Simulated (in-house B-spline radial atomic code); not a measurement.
**RPA and G0W0 on r2SCAN0: Br2+**

Configuration [Ar] 3d10 4s2 4p3, highest spin, mean-field start r2SCAN0. Computed with an all-electron radial atomic-structure program (B-spline basis): all electrons, scalar-relativistic (spin-free one-electron X2C), finite nucleus, each spin shell either full or empty, empty states to l = 9 with an (l + 1/2)⁻⁴ tail; G0W0 by contour deformation at full frequency.

Command:
```bash
python run_gw.py task.json out
```
Settings (radii: box in bohr, nucleus in fm):
```
Z                        35
electrons                33
configuration            [Ar] 3d10 4s2 4p3
hamiltonian              x2c
method                   r2scan0
lmax                     9
rms_radius               4.1629
spin_polarised           True
box_radius               17.55
intervals                70
```

Run time, properties included: 2.6 s on 1 thread of Intel(R) Xeon(R) Platinum 8488C, with other jobs on the host.

Energies (hartree):

```csv
term,value
mean-field total,-2605.04326
Hartree-Fock functional on these orbitals,-2603.35679
direct second order,-2.7046
second-order exchange,0.79261
SOSEX correction,0.73281
```

Task: What is the RPA correlation energy, and what remains with SOSEX?

Result: RPA gives -2.3656 hartree (-1.95 eV per electron); RPA + SOSEX gives -1.6327, and the second-order doubles -1.912 hartree (no singles). SOSEX takes back 31 % of the RPA value.

Quasi-particle levels (eV):

```tsv
level	occupied	mean field	Σx - vxc	Σc	QP weight	G0W0
4p up	yes	-31.50	-3.59	?	?	?
4s down	yes	-41.10	-2.19	-2.15	0.942	-45.45
4p down	no	-24.334	5.33	-2.48	0.947	-21.491
```

G0W0 = mean field + (Σx - vxc) + Σc, with Σc (partial-wave tail included) taken at the quasi-particle energy. Only the outer levels were computed. Levels of low weight are left out.

Task: Where does G0W0 put 4p up?

Result: At -35.47 eV, with Σc = -0.37 eV and a quasi-particle weight of 0.947. The tabulated removal energy is 34.871 ± 0.019 eV (NIST, measured); the calculation leaves out spin-orbit coupling, Breit and QED terms, and what these don't explain is the method's own error.
